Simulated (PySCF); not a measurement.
Si(CF3)(H)2(OH) (CH3F3OSi), SMILES O[SiH2]C(F)(F)F.

The structure is a stationary point at PBE0-D3(BJ)/def2-SVP. The values are those of a single conformer.

The numbers are results of PBE0-D3(BJ)/def2-SVP (PySCF), not measurements.

Frequencies are harmonic and unscaled.

| mode | ν (cm⁻¹) | IR (km/mol) | Raman (Å⁴/amu) | depolarisation | moving atoms (share of kinetic energy) |
|---|---|---|---|---|---|
| 1 | 64 | 2.4 | 0.0 | – | O 35 %, F 33 %, H 18 %, Si 14 % |
| 2 | 119 | 7.6 | 0.5 | 0.75 | F 41 %, O 34 %, H 19 % |
| 3 | 204 | 24.1 | 0.3 | 0.75 | F 59 %, H 26 % |
| 4 | 247 | 82.2 | 1.9 | 0.75 | H 65 %, F 24 % |
| 5 | 298 | 22.7 | 1.9 | 0.47 | F 44 %, O 29 %, Si 13 %, H 10 % |
| 6 | 421 | 50.4 | 3.6 | 0.31 | Si 56 %, F 34 % |
| 7 | 506 | 11.5 | 1.6 | 0.74 | F 78 %, H 15 % |
| 8 | 537 | 3.4 | 0.8 | 0.75 | F 88 %, C 8 % |
| 9 | 620 | 60.5 | 4.2 | 0.73 | H 62 %, F 18 %, Si 16 % |
| 10 | 718 | 43.7 | 11.6 | 0.75 | H 93 % |
| 11 | 754 | 7.5 | 4.0 | 0.02 | F 83 %, C 11 % |
| 12 | 827 | 122.1 | 6.8 | 0.50 | H 62 %, O 30 % |
| 13 | 890 | 181.6 | 11.9 | 0.73 | H 83 %, O 10 % |
| 14 | 915 | 109.5 | 10.0 | 0.61 | H 64 %, O 19 %, Si 14 % |
| 15 | 958 | 120.4 | 5.7 | 0.54 | H 58 %, Si 27 %, O 14 % |
| 16 | 1175 | 222.8 | 1.2 | 0.72 | C 73 %, F 27 % |
| 17 | 1194 | 224.4 | 1.2 | 0.70 | C 73 %, F 27 % |
| 18 | 1272 | 123.9 | 0.9 | 0.69 | C 75 %, F 21 % |
| 19 | 2253 | 101.0 | 132.7 | 0.16 | H 97 % |
| 20 | 2307 | 83.8 | 107.9 | 0.24 | H 96 % |
| 21 | 3933 | 129.2 | 73.8 | 0.28 | H 94 % |
